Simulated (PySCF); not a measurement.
H3Si, SMILES [SiH3+], charge +1.

The structure is a stationary point at PBE0-D3(BJ)/def2-TZVPD.

Lowest vertical singlet excitation by several levels in PySCF, with rough processor times relative to the cheapest run on one machine. Each run also gave further roots (ADC and EOM-CCSD ionised and attached states too); roots are paired by order and the bases differ. EOM-CCSD serves as a yardstick, not as the true value; all levels that ended soundly for this molecule are listed, with differences from unrounded values.

```
level                     relative cost
------------------------  -------------
TDA-PBE/def2-TZVPD                    1
TDA-LC-ωPBE/def2-TZVPD                2
TDA-CAM-B3LYP/def2-TZVPD              2
EOM-CCSD/aug-cc-pVDZ                  2
```

Computed S1 at each level and its distance from EOM-CCSD:
| level | S1 (eV) | S1 minus EOM-CCSD (eV) |
|---|---|---|
| TDA-PBE/def2-TZVPD | 5.27 | -0.52 |
| TDA-LC-ωPBE/def2-TZVPD | 5.78 | -0.02 |
| TDA-CAM-B3LYP/def2-TZVPD | 5.62 | -0.18 |
| EOM-CCSD/aug-cc-pVDZ | 5.80 | 0.00 |
